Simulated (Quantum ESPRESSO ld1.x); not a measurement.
Input (ld1.x (Quantum ESPRESSO 7.5)):

```
 &input
    atom='Pt',
    iswitch=1,
    rel=2,
    dft='PBE',
    config='[Xe] 4f14 5d9 7f1',
    dx=0.01,
    rmax=200,
    rel_dist='energy',
    lsmall=.true.,
    prefix='ld1',
    max_out_wfc=37,
    file_charge='ld1.rho',
 /
```

Command: `OMP_NUM_THREADS=1 ld1.x < ld1.in > ld1.out`

Output (excerpt):

```
     Program LD1 v.7.5 starts

     --------------------------- All-electron run ----------------------------

     dirac relativistic calculation

     atomic number is 78.00
     dft =PBE   lsd =0 sic =0 latt =0  beta=0.20 tr2=1.0E-14
     Exchange-correlation= PBE
                           (   1   4   3   4   0   0   0)
     mesh =1767 r(mesh) = 200.99724 a.u. xmin = -8.00 dx = 0.01000
     1 Ry =  13.60569312 eV, c = 137.03599908

     n l j   nl                  e(Ry)          e(Ha)          e(eV)
     Spin orbit split results
     1 0 0.5 1S 1( 2.00)     -5756.5558     -2878.2779    -78321.9316
     2 0 0.5 2S 1( 2.00)     -1010.8977      -505.4488    -13753.9636
     2 1 0.5 2P 1( 2.00)      -968.7563      -484.3781    -13180.6007
     2 1 1.5 2P 1( 4.00)      -841.6595      -420.8297    -11451.3608
     3 0 0.5 3S 1( 2.00)      -237.8346      -118.9173     -3235.9047
     3 1 0.5 3P 1( 2.00)      -218.9529      -109.4765     -2979.0061
     3 1 1.5 3P 1( 4.00)      -191.0136       -95.5068     -2598.8729
     4 0 0.5 4S 1( 2.00)       -51.5234       -25.7617      -701.0116
     4 1 0.5 4P 1( 2.00)       -43.5174       -21.7587      -592.0849
     4 1 1.5 4P 1( 4.00)       -36.8639       -18.4320      -501.5591
     3 2 1.5 3D 1( 4.00)      -159.6391       -79.8195     -2172.0002
     3 2 2.5 3D 1( 6.00)      -153.6185       -76.8093     -2090.0868
     5 0 0.5 5S 1( 2.00)        -8.0024        -4.0012      -108.8784
     5 1 0.5 5P 1( 2.00)        -5.4557        -2.7278       -74.2285
     5 1 1.5 5P 1( 4.00)        -4.3618        -2.1809       -59.3459
     4 2 1.5 4D 1( 4.00)       -23.7696       -11.8848      -323.4020
     4 2 2.5 4D 1( 6.00)       -22.5325       -11.2663      -306.5709
     4 3 2.5 4F 1( 6.00)        -5.8100        -2.9050       -79.0496
     4 3 3.5 4F 1( 8.00)        -5.5562        -2.7781       -75.5965
     5 2 1.5 5D 1( 4.00)        -1.0486        -0.5243       -14.2676
     5 2 2.5 5D 1( 5.00)        -0.9481        -0.4741       -12.8998
     7 3 2.5 7F 1( 1.00)        -0.0210        -0.0105        -0.2859
     7 3 3.5 7F 1( 0.00)        -0.0210        -0.0105        -0.2859
     Averaged results
     1 0     1S 1( 2.00)     -5756.5558     -2878.2779    -78321.9316
     2 0     2S 1( 2.00)     -1010.8977      -505.4488    -13753.9636
     2 1     2P 1( 6.00)      -884.0251      -442.0125    -12027.7741
     3 0     3S 1( 2.00)      -237.8346      -118.9173     -3235.9047
     3 1     3P 1( 6.00)      -200.3267      -100.1634     -2725.5839
     4 0     4S 1( 2.00)       -51.5234       -25.7617      -701.0116
     4 1     4P 1( 6.00)       -39.0818       -19.5409      -531.7344
     3 2     3D 1(10.00)      -156.0268       -78.0134     -2122.8522
     5 0     5S 1( 2.00)        -8.0024        -4.0012      -108.8784
     5 1     5P 1( 6.00)        -4.7265        -2.3632       -64.3068
     4 2     4D 1(10.00)       -23.0274       -11.5137      -313.3033
     4 3     4F 1(14.00)        -5.6650        -2.8325       -77.0764
     5 2     5D 1( 9.00)        -0.9883        -0.4942       -13.4469
     7 3     7F 1( 1.00)        -0.0210        -0.0105        -0.2859

     final scf error:  9.8E-15 reached in  55 iterations

     Etot =  -36892.921547 Ry,  -18446.460774 Ha, -501953.768984 eV

     Ekin =   42226.878807 Ry,   21113.439404 Ha,  574525.954594 eV
     Encl =  -92741.603289 Ry,  -46370.801644 Ha,-1261813.794081 eV
     Eh   =   14335.886279 Ry,    7167.943140 Ha,  195049.669360 eV
     Exc  =    -714.083345 Ry,    -357.041672 Ha,   -9715.598856 eV
```

Run on one thread of a shared host, so times are rough (Intel(R) Xeon(R) Processor @ 2.60GHz): 1 s of CPU time, 1 s wall, 55 iterations on 1767 mesh points.
